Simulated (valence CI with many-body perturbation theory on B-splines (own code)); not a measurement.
E1 transitions of Co13+

Computed by configuration interaction combined with many-body perturbation theory (CI+MBPT): four valence electrons over a frozen Dirac-Fock core [Ne], a basis of 11 s, 11 p, 9 d, 7 f, 5 g, 2 h, 1 i functions for each j, with the one-electron correlation potential Σ1 (screened to all orders), the two-electron term Σ2, the three-electron term Σ3, Breit, model QED; selected single and double excitations, second order for the rest (own B-spline code, finite nucleus).

No measured levels were compared; by estimate levels of excited configurations hold to 0.05 to 0.15 % of their energy, terms of the ground configuration to about 0.5 %.

Lines 1 to 50 of 226 in falling wavelength, among levels below 880830 cm⁻¹, chosen from the strongest by gf and those to the six lowest levels. Wavelengths and rates use the calculated energies, so an error of 200 cm⁻¹ moves a line at 55.88 nm by 0.11 % and its rate by three times that or more. Electric multipoles are in the length gauge, E1 and E2 with the static RPA response of the core. Weak lines are less certain than strong ones. Lines between different terms over intervals too small for the method are left out, as are lines whose strength nearly cancels. The highest levels of a list are the least certain.

Names give the largest LS component (configuration and term), which can be under half, so a name can repeat, a term be missing and a line seem to break the LS rules; names also repeat where a configuration has a term twice. Letters in brackets count levels of one name in rising energy.

```csv
λ vac (nm),Upper,Lower,A (s⁻¹),S (a.u.)
55.88,3s3p³ ⁵S°_2,3s²3p² ¹D_2,4.43e+05,1.91e-04
50.48,3s3p²3d ³F_4 [a],3s²3p3d ³D°_3,1.16e+08,6.63e-02
49.60,3p⁴ ³P_2,3s3p³ ³S°_1,5.65e+08,1.70e-01
49.24,3p⁴ ¹D_2,3s3p³ ¹P°_1,4.26e+08,1.25e-01
47.72,3s3p³ ³D°_1,3s²3p² ¹S_0,3.71e+06,5.96e-04
47.33,3s3p³ ⁵S°_2,3s²3p² ³P_2,1.26e+07,3.31e-03
45.99,3p⁴ ³P_1,3s3p³ ³S°_1,6.72e+08,9.68e-02
45.36,3p⁴ ³P_0,3s3p³ ³S°_1,9.71e+08,4.47e-02
45.02,3s3p³ ⁵S°_2,3s²3p² ³P_1,8.45e+06,1.90e-03
43.93,3s3p²3d ¹G_4,3s²3p3d ¹F°_3,3.65e+08,1.38e-01
39.10,3s3p³ ³P°_1,3s²3p² ¹S_0,3.19e+07,2.83e-03
39.09,3s3p³ ³D°_1,3s²3p² ¹D_2,4.15e+07,3.67e-03
39.06,3s3p³ ³D°_2,3s²3p² ¹D_2,1.41e+07,2.08e-03
39.02,3p⁴ ³P_2,3s3p³ ¹D°_2,2.86e+08,4.19e-02
38.48,3s3p³ ³D°_3,3s²3p² ¹D_2,1.44e+08,2.83e-02
38.06,3s3p²3d ³F_4 [a],3s²3p3d ³F°_4,3.71e+08,9.08e-02
37.50,3s3p²3d ³F_3 [a],3s²3p3d ³F°_3,4.75e+08,8.66e-02
37.13,3s3p²3d ³F_2 [a],3s²3p3d ³F°_2,5.78e+08,7.30e-02
37.06,3s3p²3d ³D_2 [a],3s²3p3d ³D°_2,4.64e+08,5.83e-02
36.91,3s3p²3d ³D_3 [a],3s²3p3d ³D°_2,2.40e+08,4.17e-02
36.83,3s3p²3d ³D_3 [a],3s²3p3d ³D°_3,6.51e+08,1.12e-01
35.24,3p⁴ ¹S_0,3s3p³ ¹P°_1,7.25e+09,1.57e-01
35.16,3p⁴ ¹D_2,3s3p³ ¹D°_2,4.79e+09,5.13e-01
34.70,3s3p³ ³D°_1,3s²3p² ³P_2,1.68e+07,1.04e-03
34.68,3s3p³ ³D°_2,3s²3p² ³P_2,3.42e+07,3.52e-03
34.44,3p⁴ ³P_2,3s3p³ ³P°_2,7.38e+08,7.44e-02
34.22,3s3p³ ³D°_3,3s²3p² ³P_2,1.43e+09,1.98e-01
34.11,3s3p²3d ¹F_3,3s²3p3d ¹D°_2,9.61e+08,1.32e-01
33.44,3s3p³ ³D°_1,3s²3p² ³P_1,3.47e+08,1.92e-02
33.42,3s3p³ ³D°_2,3s²3p² ³P_1,1.78e+09,1.64e-01
33.11,3s3p³ ³P°_1,3s²3p² ¹D_2,6.92e+07,3.72e-03
33.02,3s3p³ ³P°_2,3s²3p² ¹D_2,1.02e+07,9.06e-04
32.66,3p⁴ ³P_1,3s3p³ ³P°_2,1.42e+09,7.34e-02
32.42,3s3p²3d ¹F_3,3s²3p3d ³P°_2,1.80e+09,2.11e-01
32.29,3s3p²3d ³D_2 [b],3s²3p3d ³D°_1,7.18e+08,5.97e-02
32.24,3p⁴ ³P_0,3s3p³ ³P°_1,2.16e+09,3.57e-02
32.22,3p⁴ ¹S_0,3s3p³ ³S°_1,2.85e+09,4.70e-02
32.17,3s3p³ ³D°_1,3s²3p² ³P_0,1.62e+09,8.00e-02
32.12,3s3p²3d ³D_1 [b],3s²3p3d ³P°_0,8.78e+08,4.31e-02
31.84,3s3p²3d ³D_3 [b],3s²3p3d ³D°_2,6.83e+08,7.62e-02
31.35,3s3p²3d ¹P_1,3s²3p3d ¹D°_2,2.06e+09,9.42e-02
31.32,3s3p²3d ³P_2 [b],3s²3p3d ³D°_3,1.05e+09,7.97e-02
31.23,3s3p²3d ³D_1 [b],3s²3p3d ³P°_1,1.04e+09,4.70e-02
30.91,3s3p²3d ³D_2 [b],3s²3p3d ³P°_1,5.97e+08,4.35e-02
30.76,3s3p²3d ³D_3 [b],3s²3p3d ¹D°_2,1.47e+09,1.48e-01
30.66,3s3p²3d ³F_3 [b],3s²3p3d ³P°_2,4.86e+08,4.84e-02
30.61,3s3p²3d ³G_4,3s²3p3d ³F°_4,2.37e+08,3.02e-02
30.54,3s3p²3d ³P_2 [a],3s3p³ ³S°_1,8.16e+08,5.74e-02
30.47,3s3p²3d ³P_0 [b],3s²3p3d ³P°_1,2.99e+09,4.17e-02
30.34,3s3p²3d ³G_5,3s²3p3d ³F°_4,7.26e+09,1.10e+00
```
